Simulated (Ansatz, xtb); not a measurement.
CH6FNSi3: which of two isomers lies lower

Structure a: `N#C[SiH2][SiH2][SiH2]F`, a singlet. Structure b: `N#C[Si@@H](F)[SiH2][SiH3]`, a singlet. Both are isolated molecules in the gas phase, relaxed with B3LYP-D3(BJ)/def2-SVP; each stands in its lowest conformer found.

Problem. Estimate which is lower in electronic energy at CCSD(T)/def2-SVP + ΔMP2/def2-TZVPP, and by roughly how much.

Solution. Too close to call at this level: CCSD(T)/def2-SVP + ΔMP2/def2-TZVPP gives E(b) − E(a) = −0.92 kcal/mol.

Level by level:

| level | geometry | E(b) − E(a) (kcal/mol) | departure from the last row (kcal/mol) | job, with rough time for the two |
| --- | --- | --- | --- | --- |
| B3LYP-D3(BJ)/def2-SVP | B3LYP-D3(BJ)/def2-SVP | −0.54 | +0.38 | optimisation, 94 s |
| HF/def2-SVP | B3LYP-D3(BJ)/def2-SVP | −0.39 | +0.53 | part of the CCSD(T) run |
| MP2/def2-SVP | B3LYP-D3(BJ)/def2-SVP | −0.56 | +0.36 | part of the CCSD(T) run |
| CCSD(T)/def2-SVP | B3LYP-D3(BJ)/def2-SVP | −0.57 | +0.35 | single point |
| CCSD(T)/def2-SVP + ΔMP2/def2-TZVPP | B3LYP-D3(BJ)/def2-SVP | −0.92 |  | single point, 41 s |

As drawn, both hold the same kinds of bond in the same numbers.

The largest departure from CCSD(T)/def2-SVP + ΔMP2/def2-TZVPP is that of HF/def2-SVP, 0.53 kcal/mol. Levels run at GFN2-xTB geometries aren't shown. The last row adds to CCSD(T) the change of the MP2 difference between the two basis sets, here −0.35 kcal/mol.

With thermal terms from frequencies at re-optimised GFN2-xTB minima (ideal gas, soft modes damped towards free rotors, one conformer each, 298.15 K, 1 atm): on the last row, ΔE + ΔZPE = −1.09, ΔH = −0.94, ΔG = −1.34 kcal/mol.

The correlated steps freeze 18 core orbitals. Mirror images aren't counted in ΔG. Programs: Ansatz 0.2.0, xtb 6.7.1; the last row on 2 threads of Intel(R) Xeon(R) 6975P-C (Granite Rapids) on a shared host.
